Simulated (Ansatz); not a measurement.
Ideal-gas functions of C₂H₅BO, SMILES `BOC=C` at 400 K and 1 bar, from an Ansatz frequency run at PBE0-D4/def2-TZVP.

Molar mass 55.87 g/mol, point group Cs (symmetry number 1), electronic degeneracy 1, moments of inertia 10.773, 103.653, 114.425 u Å². Harmonic wavenumbers (cm⁻¹, unscaled): 122, 302, 416, 521, 750, 893, 905, 993, 1009, 1039, 1161, 1236, 1331, 1390, 1420, 1731, 2564, 2678, 3167, 3188, 3283.

Use S(trans) = R[1.5 ln M + 2.5 ln T − 1.1517]; rotational temperatures θ = 24.2544 K / I; S(rot) = R[ln(√π/σ · √(T³/θAθBθC)) + 1.5]; for each mode x = 1.438777 ν̃/T, S = R[x/(eˣ − 1) − ln(1 − e⁻ˣ)] and H = RT x/(eˣ − 1); 1 cm⁻¹ = 0.0119627 kJ/mol; R = 8.31446 J/(mol·K).

**Question.** By hand: the entropy, in J/(mol·K).

**Answer.** Translation 165.1. Rotation: θ = 2.2514, 0.234, 0.212 K, giving 101.1. Vibration, mode by mode: 15.23, 8.02, 5.70, 4.21, 2.20, 1.46, 1.41, 1.10, 1.05, 0.96, 0.67, 0.54, 0.40, 0.34, 0.31, 0.12, 0.01, 0.01, 0.00, 0.00, 0.00, in all 43.7. Electronic 0.0. Sum 309.9 J/(mol·K).

**Question.** By hand: H − E and G − E in kJ/mol, counted from the electronic energy.

**Answer.** Zero-point energy ½ × 30099 × 0.0119627 = 180.0; thermal vibration 10.4; translation, rotation and pV give 4 RT = 13.3. H − E = 203.7 kJ/mol, and G − E = 203.7 − 400 × 309.9/1000 = 79.7 kJ/mol.

Vibration gives 14 % of the entropy, 15.2 J/(mol·K) of it from the mode under 150 cm⁻¹: soft modes count most, and the harmonic formula is weakest for them. The sum counts one conformer and one mirror image; others add a mixing term.
